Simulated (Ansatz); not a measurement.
CoMe2 (C2H6Co) was relaxed with PBE0-D4 (def2-TZVP) in Ansatz in these states: charge +1 quintet, neutral doublet, neutral quartet. The geometries follow in no particular order.

A:

```csv
atom,x (Å),y (Å),z (Å)
Co1,-0.042,0.340,0.481
C2,-1.367,1.021,-0.826
H3,-0.879,1.340,-1.753
H4,-1.916,1.883,-0.428
H5,-2.103,0.250,-1.079
C6,1.365,-1.006,0.845
H7,0.963,-2.023,0.779
H8,1.787,-0.884,1.851
H9,2.191,-0.922,0.130
```

B:

```tsv
atom	x (Å)	y (Å)	z (Å)
Co1	-0.641	0.223	0.820
C2	-0.478	-1.474	0.018
H3	-0.787	-1.479	-1.030
H4	-1.179	-2.095	0.604
H5	0.528	-1.890	0.107
C6	0.487	1.471	-0.029
H7	1.545	1.214	0.059
H8	0.294	2.403	0.531
H9	0.231	1.626	-1.080
```

C:

```tsv
atom	x (Å)	y (Å)	z (Å)
Co1	0.000	0.000	0.000
C2	0.263	-1.813	0.887
H3	1.310	-1.787	1.193
H4	0.032	-2.514	0.083
H5	-0.459	-1.793	1.705
C6	-0.263	1.813	-0.887
H7	-0.046	2.515	-0.080
H8	-1.306	1.781	-1.205
H9	0.469	1.799	-1.696
```

**Question.** Judge from the bond lengths which geometry belongs to which state (an estimate).

**Answer.** A is the neutral quartet (Co1–C6 1.981 Å, Co1–C2 1.981 Å, C2–H4 1.097 Å); B is the neutral doublet (Co1–C6 1.884 Å, Co1–C2 1.884 Å, C2–H4 1.105 Å); C is the charge +1 quintet (Co1–C6 2.036 Å, Co1–C2 2.035 Å, C2–H4 1.091 Å).

At PBE0-D4/def2-TZVP a quartet lies 0.54 eV below the neutral doublet.
